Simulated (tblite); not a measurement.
Compound: C7H12PSi (charge -1).
SMILES with atom numbers: `[CH3:1][CH2:2][c:3]1[p-:4][cH:5][c:6]([CH3:7])[c:8]1[SiH3:9]` (hydrogens: H10, H11, H12 on C1; H13, H14 on C2; H15 on C5; H16, H17, H18 on C7; H19, H20, H21 on Si9)

Cartesian coordinates in Å at the GFN2-xTB level; atoms count from 1:
```xyz
21
C7H12PSi angstrom
C      2.802   -0.060   -0.520
C      2.044   -0.642    0.674
C      0.615   -0.942    0.330
P      0.064   -2.562   -0.017
C     -1.538   -1.934   -0.336
C     -1.627   -0.573   -0.181
C     -2.892    0.200   -0.406
C     -0.396    0.018    0.205
Si    -0.201    1.832    0.487
H      3.848    0.131   -0.270
H      2.341    0.874   -0.834
H      2.762   -0.759   -1.354
H      2.536   -1.568    0.988
H      2.094    0.068    1.508
H     -2.363   -2.573   -0.626
H     -3.177    0.757    0.489
H     -3.709   -0.474   -0.666
H     -2.771    0.923   -1.217
H     -0.072    2.641   -0.752
H      0.973    2.216    1.295
H     -1.342    2.447    1.202
```

Computed with GFN2-xTB (tblite): harmonic, unscaled wavenumbers at the GFN2-xTB geometry, gas phase. Against measured fundamentals such values can be off by several per cent, at times by over 20. Modes of hydrogen on silicon can be 10 to 20 % off. One conformer, not necessarily the lowest.

Harmonic wavenumbers (cm⁻¹): 58.8, 83.8, 88.7, 102.2, 162.0, 192.8, 208.1, 233.4, 278.0, 319.4, 365.2, 422.3, 485.7, 522.6, 539.5, 566.8, 573.0, 610.5, 738.8, 779.3, 839.3, 845.1, 858.0, 866.0, 897.9, 985.0, 1001.4, 1025.4, 1043.6, 1072.4, 1090.3, 1169.0, 1197.8, 1258.6, 1322.0, 1386.3, 1393.4, 1395.0, 1415.3, 1485.0, 1486.2, 1500.6, 1502.4, 1512.6, 1518.3, 2029.0, 2074.2, 2122.5, 2905.5, 2940.5, 2943.1, 2962.8, 2963.7, 2989.7, 3007.6, 3018.0, 3025.6.

A = 1298, B = 1202, C = 668.2 MHz; mass 155.045 u (most abundant isotopes); point group C1, symmetry number 1.

Problem. Zero-point energy?

Solution. Half the sum of the wavenumbers: 35190 cm⁻¹ = 420.96 kJ/mol.

Problem. Entropy at 350 K, 1 bar (ideal gas, RRHO, classical rotation)?

Solution. Translation 175.09, rotation 127.99, vibration 169.64: S = 472.7 J/(mol K).

Problem. And Cp and H(350 K) − H(0)?

Solution. Cp = 209.30 J/(mol K), of which vibrations give 176.04 (their classical limit is 57 R = 473.9); H(350 K) − H(0) = 43.14 kJ/mol without the zero-point energy, 31.50 from vibrations.

Problem. Which modes carry the vibrational entropy at 350 K?

Solution. 58.8 cm⁻¹: 20.14; 83.8 cm⁻¹: 17.22; 88.7 cm⁻¹: 16.75; 102.2 cm⁻¹: 15.59; 162.0 cm⁻¹: 11.85; 192.8 cm⁻¹: 10.46 J/(mol K); the other 51 give 77.64 together.

Problem. What must be added to the electronic energy to get the Gibbs energy at 350 K and 1 bar?

Solution. ZPE + [H(350 K) − H(0)] − T·S = 420.96 + 43.14 − 165.45 = 298.65 kJ/mol.

Hindered rotation and anharmonicity are outside this model. Other conformers, if any are populated, would add a mixing term that is left out. The structure is chiral; the term R ln 2 for an equal mix with its mirror image is left out.
